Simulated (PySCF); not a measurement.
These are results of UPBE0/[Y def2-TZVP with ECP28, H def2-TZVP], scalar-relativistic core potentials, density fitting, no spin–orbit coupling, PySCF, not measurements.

```xyz
3
charge 0 multiplicity 2, angstrom
Y    -0.0232    0.0000    0.0000
H     1.0222    0.0000    1.6547
H     1.0222    0.0000   -1.6547
```

YH₂ (doublet), along the line from Y1 (at 0) through H2 (at 1.957 Å). Core electrons replaced by a potential are absent, the electrostatic potential uses the reduced nuclear charge, and values within about 0.7 Å of such atoms have no physical meaning.

Problem. Tabulate the fields along this line at 0.78, 0.98, 1.17, 1.37, 1.57, 1.76, 2.06, 2.25, 2.45, 2.64, 2.84, 3.03 Å.

Solution. 
```csv
distance (Å),electron density (e/Å³),spin density (e/Å³),electron localisation function,electrostatic potential (V)
0.78,1.6,0.056,0.752,38.4
0.98,0.75,0.0328,0.431,19.1
1.17,0.531,0.0216,0.472,10.2
1.37,0.61,0.018,0.912,7.35
1.57,0.89,0.0194,0.997,12.4
1.76,1.48,0.0272,1,43.7
2.06,1.83,0.0294,1,115
2.25,0.835,0.0113,1,20.9
2.45,0.385,0.00411,1,5.43
2.64,0.183,0.00143,1,0.75
2.84,0.0904,0.000464,1,-0.807
3.03,0.0461,0.00012,1,-1.28
```

On a grid of 0.10 Å the density has a local minimum along the bond near 1.17 Å from Y, at 0.53 e/Å³, where the ELF is 0.47.

Open d and f shells are described by one determinant, and the ground state may have another occupation or spin.
